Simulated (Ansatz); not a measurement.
Species: CH₃Si, net charge 1, singlet state. 
Structure (B3LYP-D3(BJ)/def2-TZVP (Ansatz, a program for electronic structure) minimum search):
```
C
H 1 1.1015
H 1 1.1015 2 107.80
H 1 1.1015 2 107.80 3 -116.12
Si 1 1.8103 2 111.09 3 121.94
```
Charge +1, spin multiplicity 1.

Basis-set convergence of Hartree-Fock and CCSD correlation energies (hartree) with Ansatz. Cores are frozen in the correlated levels unless marked. Spin-orbit coupling is left out. Non-relativistic.

```csv
basis,functions,E(HF),"E(corr, CCSD)"
aug-cc-pV(D+d)Z,82,-328.23708,-0.24497
aug-cc-pV(T+d)Z,170,___,___
```

Task: Complete the blanks.

Result: 
- aug-cc-pV(T+d)Z, E(HF): -328.25741
- aug-cc-pV(T+d)Z, E(corr, CCSD): -0.28108
